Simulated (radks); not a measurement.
Os LXVII, 10 electrons, occupied as [Ne].

Calculated with a radial shooting solver on a logarithmic mesh with Libxc functionals: Dirac Kohn-Sham, LB94 model potential, spin-unpolarised, spherical densities, finite nucleus; Fermi nuclear charge, rms radius 5.4126 fm.

Energy parts (hartree):
part                   energy
kinetic            13792.1482
electron-nucleus  -26242.4009
Hartree              840.1645
(The LB94 potential has no energy functional, so no total or exchange-correlation energy is given.)

Orbitals (lengths in bohr, moments of r in powers of bohr; r(max) is where P^2 peaks):
orbital	occ.	eigenvalue (hartree)	<r^2>	<1/r>	r(max)
1s1/2	2	-2940.560	0.0004315	90.55	0.01102
2s1/2	2	-682.6766	0.006366	22.45	0.06308
2p1/2	2	-666.0442	0.004501	22.41	0.04655
2p3/2	4	-607.4180	0.005617	18.62	0.05350

The highest occupied level is 2p3/2 at -16528.7 eV. The density falls to 0.001 e/bohr^3 at r = 0.31 bohr.
